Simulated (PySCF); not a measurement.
## Structure revision by computed shifts

A compound C5H7N3 gives the data below (simulated from a calculation) and was assigned the structure `C=Cc1cnn(C)n1`.

¹³C{¹H} NMR (computed): δ 156.4 (C), 146.4 (CH), 127.9 (CH2), 125.2 (CH), 30.5 (CH3).

¹H NMR (300 MHz, computed): δ 7.62 (s, 1H), 7.42 (d, J = 18.3 Hz, 1H), 6.59 (dd, J = 18.3, 12.5 Hz, 1H), 5.91 (d, J = 12.5 Hz, 1H), 3.67 (s, 3H).

[PySCF: σ from GIAO-PBE0/pcSseg-1; couplings computed with B3LYP/pcJ-1 (spin–dipole term only in couplings to heteroatoms); GFN2-xTB geometry; no solvent model; averaged over atoms made equivalent by symmetry, fast rotation or ring inversion; one conformer; no relativistic terms]

Scale: ¹H, ¹³C vs TMS (reference shieldings calculated alike).

(1) Compare with the shifts computed for the proposed structure, pairing carbons in order of shift.

(2) Which isomer fits?

Answers

(1) Structure with atom numbers: `[CH2:1]=[CH:2][c:3]1[cH:4][n:5][n:6]([CH3:7])[n:8]1`; H(Xn) means a hydrogen on atom n.

```csv
atom,computed for proposal,given list,difference
C3,150.2,156.4,-6.2
C4,139.8,146.4,-6.6
C2,132.5,127.9,+4.6
C1,123.1,125.2,-2.1
C7,41.9,30.5,+11.4
```

The rms difference is 6.9 ppm and the largest +11.4 ppm at C7 (methyl carbon bonded to N). The carbon types in order of shift don't match either: C, CH, CH, CH2, CH3 for the proposal against C, CH, CH2, CH, CH3 in the data. The proposal doesn't fit.

(2) `Cn1c(C=C)nnc1`.

- Carbon types of the structure: 1 × C, 2 × CH, 1 × CH2, 1 × CH3, which accounts for all hydrogens.
- δC 156.4: substituted aromatic carbon next to a ring nitrogen.
- δC 146.4: aromatic CH between two ring heteroatoms.
- δC 127.9: terminal =CH2 carbon; the olefinic region.
- δC 125.2: alkene CH; as expected for a trigonal carbon in a double bond.
- The protons at 7.42 and 6.59 share a coupling of 18.3 Hz (vicinal, trans across C=C).
- The protons at 5.91 and 6.59 share a coupling of 12.5 Hz (vicinal, cis across C=C).

Other isomers checked: C=Cc1nnc(C)[nH]1 (rms 8.0 ppm).

The shifts were computed for this structure.

Splittings below 1 Hz are ignored in the labels, and close J values are merged. Unscaled 3J(H,H) at this level run about 10 % above measured values. Shifts are as computed. Against solution values, carbons near 30 ppm lie about +3 ppm off and those near 130 ppm about +5 ppm. Of 1211 compounds with measured shifts, 218 miss one by over three times the rms of a fit or turn the order of signals round; such compounds aren't used in these exercises.
